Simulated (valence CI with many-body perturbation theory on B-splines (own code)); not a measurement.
## Mo XXX in brief

Calculated by relativistic CI+MBPT: three valence electrons over a frozen Dirac-Fock core [Ne], radial functions for each j: 11 s, 11 p, 9 d, 7 f, 5 g, 2 h, 1 i, with the one-electron correlation potential Σ1, the two-electron term Σ2, the three-electron term Σ3, Breit, model QED; selected CI, second order for the rest (own B-spline code, finite nucleus).

No measured spectrum was set against this ion. As an estimate, large intervals hold to a few tenths of a per cent, small ones and those within an open d or f shell to about a per cent.

Names give the largest LS component (configuration and term), which can be under half, so a name can repeat, a term be missing and a line seem to break the LS rules; names also repeat where a configuration has a term twice.

Rates and lifetimes use the calculated energies. Strong lines usually hold to 10 to 20 %, long lifetimes can be off by a factor of two.

(1) What is the ground level?

(2) What is the ionisation energy?

(3) What are the static dipole polarisabilities of the lowest levels?

(4) Where does the other parity begin?

(5) Name the longest-lived excited levels whose lifetime is computed, and their main decay.

(6) How well does LS coupling describe the low levels?

(7) How is the term 2P° of the ground level split?

Results:

(1) 3s2.3p 2P°_1/2, composition 98 % 3s2.3p 2P°, g = 0.661.

(2) 1601.5 eV; NIST lists 1587 ± 8 eV (semi-empirical).

(3) 3s2.3p 2P°_1/2 0.0389; 3s2.3p 2P°_3/2 0.0408 (tensor 0.0040) bohr³, of which the core gives 0.000592.

(4) At 3s.3p2 4P_1/2, 66.94 eV.

(5) 3s.3p.3d 4F°_9/2 at 215.01 eV lives 22.1 μs, mostly by M1 to 3s.3p.3d 4F°_7/2; 3s2.3p 2P°_3/2 at 25.30 eV lives 13.1 μs, mostly by M1 to 3s2.3p 2P°_1/2.

(6) Among the lowest 20 levels the leading LS term, summed over configurations, holds 72 % on average. For single configurations the figures are 66 % in LS and 76 % in jj coupling. Terms mix most in the J = 3/2 level at 173.96 eV, where the leading one holds 43 %.

(7) J = 1/2 at 0.00, J = 3/2 at 25.30 eV.
